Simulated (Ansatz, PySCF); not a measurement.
Si(H)2(OH)(SMe) (CH6OSSi), SMILES CS[SiH2]O. Atoms are numbered in the order given.

```xyz
10

Si     0.7999    -0.1936    -0.6821
O      2.1988    -0.1134     0.2113
S     -0.7052     0.9905     0.2683
C     -2.1871     0.0178    -0.1583
H      0.2319    -1.5723    -0.7812
H      1.1731     0.2912    -2.0338
H      2.1061    -0.2594     1.1590
H     -2.3921     0.0468    -1.2378
H     -2.0894    -1.0264     0.1712
H     -3.0325     0.4797     0.3697
```
Charge 0, spin multiplicity 1.

Geometry: ωB97X-D3(BJ)/def2-SVP. This is a generated structure with no PubChem entry under its InChIKey; it may be hypothetical. One conformer was computed; it need not be the lowest.

Two levels are set side by side: PBE-D3(BJ)/def2-SVP (Ansatz, a program for electronic structure) and ωB97X-D3(BJ)/def2-SVP (PySCF). Each level has its own optimised geometry; the coordinates shown are those of the second. Frequencies come from the Hessian of PySCF at each geometry. Differences are taken from unrounded values.

```tsv
quantity	ωB97X-D3(BJ)	PBE-D3(BJ)	PBE-D3(BJ) minus ωB97X-D3(BJ)
mean bond length (Å)	1.429	1.441	0.012
bond Si1–O2 (Å)	1.662	1.682	0.020
bond Si1–S3 (Å)	2.138	2.152	0.014
bond S3–C4 (Å)	1.823	1.839	0.016
bond Si1–H5 (Å)	1.494	1.509	0.015
bond Si1–H6 (Å)	1.484	1.494	0.010
bond O2–H7 (Å)	0.963	0.973	0.010
bond C4–H8 (Å)	1.099	1.108	0.009
bond C4–H9 (Å)	1.099	1.107	0.008
bond C4–H10 (Å)	1.099	1.106	0.008
highest harmonic wavenumber (cm⁻¹)	3925	3764	-161
mean harmonic wavenumber (cm⁻¹)	1307	1247	-60
zero-point energy (kcal/mol)	44.84	42.78	-2.05
```

Exact exchange shortens and stiffens bonds; PBE has none. Differences between two approximate levels are no errors against the true value.
